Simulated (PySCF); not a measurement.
The dipole of `C([SiH2][SiH2][SiH3])(F)(F)Cl` from its density and from atomic charges.

Coordinates (GFN2-xTB, Å) and charges (e) from the PBE0/pcSseg-1 density (PySCF):

```tsv
atom	x	y	z	Mulliken	IAO	Hirshfeld	ESP-fitted
F1	-1.989	-0.347	-1.364	-0.2658	-0.2772	-0.0980	-0.0979
C2	-2.073	0.228	-0.140	+0.2864	+0.3208	+0.1199	+0.0459
F3	-3.392	0.365	0.097	-0.2554	-0.2665	-0.0908	-0.0904
Cl4	-1.370	1.875	-0.274	-0.1137	-0.0905	-0.0468	-0.0786
Si5	-1.146	-0.808	1.226	+0.3933	+0.4488	+0.2288	+0.2912
Si6	1.059	-0.971	0.526	-0.0522	+0.1329	+0.1527	-0.0012
Si7	2.178	0.988	-0.055	+0.2103	+0.3169	+0.2147	+0.3095
H8	-1.442	-0.018	2.424	-0.0275	-0.0859	-0.0670	-0.0607
H9	-2.006	-1.995	1.304	-0.0332	-0.0817	-0.0617	-0.0335
H10	1.741	-1.667	1.633	-0.0151	-0.0784	-0.0724	-0.0277
H11	1.098	-1.952	-0.572	-0.0020	-0.0701	-0.0664	-0.0243
H12	1.883	1.401	-1.426	-0.0341	-0.0854	-0.0695	-0.0710
H13	1.828	2.091	0.842	-0.0426	-0.0911	-0.0740	-0.0786
H14	3.631	0.810	0.038	-0.0482	-0.0927	-0.0695	-0.0825
```

Task: Compute μ = Σ q r for each scheme (1 e·Å = 4.803 D) and compare with the dipole of the full density.

Result: The full density gives (1.69, -1.09, 1.36) D, 2.43 D in size; dipole vectors point from the negative to the positive end.

```csv
scheme,μx,μy,μz,size (D),share of the full size (%),angle to the full dipole (°)
Mulliken,3.22,-1.39,3.12,4.69,193,11
IAO,3.08,-1.10,2.76,4.28,176,12
Hirshfeld,0.91,-0.55,0.87,1.37,56,5
ESP-fitted,1.71,-1.12,1.39,2.47,102,0
```

Task: Which set comes closest?

Result: Length of the difference vector: ESP-fitted 0.05 D, Hirshfeld 1.07 D, IAO 1.97 D, Mulliken 2.35 D. Closest: ESP-fitted. 

Task: What is left for the Hirshfeld atoms' own dipoles?

Result: The Hirshfeld atoms' densities add up to the full density, so μ = Σ q r + Σ (atomic dipoles). The atomic dipoles sum to (1.69, -1.09, 1.36) − (0.91, -0.55, 0.87) = (0.78, -0.54, 0.49) D, 1.07 D in size.

Task: With the origin at the mean of the coordinates, (0.000, 0.000, 0.304) Å, which are the largest single terms, by size, of the ESP-fitted dipole along the direction of the full one?

Result: Si7 +1.30, F3 +1.15, F1 +1.02, H14 -0.80, Cl4 +0.80 D; all 14 atoms together +2.47 D. The single terms depend on the origin, their sum doesn't.

Task: Give the size of the full dipole in other units.

Result: 2.43 D = 0.956 au = 0.506 e·Å = 8.11 × 10⁻³⁰ C·m.

Geometry: GFN2-xTB, one conformer, isolated molecule.

The values belong to the conformer `[F:1][C:2]([F:3])([Cl:4])[SiH2:5][SiH2:6][SiH3:7]`: F1–C2–Si5–Si6 58°, C2–Si5–Si6–Si7 52°.
